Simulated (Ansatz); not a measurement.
Wavefunction ladder for AlClH4OSSi, SMILES `[SiH3][O][Al]([SH])[Cl]`

| atom | x (Å) | y (Å) | z (Å) |
| --- | --- | --- | --- |
| Si1 | 0.260 | -1.350 | -1.100 |
| O2 | 0.050 | -0.118 | -0.054 |
| Al3 | 0.145 | 0.963 | 1.212 |
| S4 | -1.177 | 2.668 | 1.319 |
| Cl5 | 1.545 | 0.699 | 2.730 |
| H6 | 0.268 | -2.645 | -0.371 |
| H7 | -0.852 | -1.353 | -2.085 |
| H8 | 1.549 | -1.187 | -1.821 |
| H9 | -1.789 | 2.323 | 0.171 |

Charge 0, multiplicity 1. The geometry is a stationary point of PBE0-D4/def2-TZVP. It is one conformer, not always the lowest. Frozen core, restricted reference, Ansatz 0.2.0. CBS rows extrapolate triple and quadruple zeta; past MP2 they add the triple-zeta difference.

```csv
basis,HF (Eh),MP2 corr.,CCSD corr.,(T),CCSD(T) total
def2-SVP,-1464.80823,-0.59629,-0.65056,-0.01459,-1465.47338
def2-TZVPP,-1465.39506,-0.79053,-0.84723,-0.03314,-1466.27543
def2-QZVPP,-1465.43951,-0.86092,–,–,–
CBS(def2),-1465.44563,-0.91307,-0.96976,as TZ,-1466.44853
```
